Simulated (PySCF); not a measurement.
A structure optimised at r2SCAN-D4/def2-SVP, used in a PySCF frequency run:

```
Si
O 1 1.7018
H 1 1.4866 2 104.60
H 1 1.4894 3 110.91 2 118.73
H 1 1.4909 3 110.90 4 122.46
Se 2 1.8002 1 119.31 3 -177.52
Br 6 2.3430 2 102.14 1 -81.13
```
Charge 0, spin multiplicity 1.

Q: Write its SMILES and formula.

A: [SiH3]O[Se]Br, BrH₃OSeSi

Q: What are its rotational constants (standard atomic weights)?

A: 3.3060, 1.1567, 0.89494 GHz
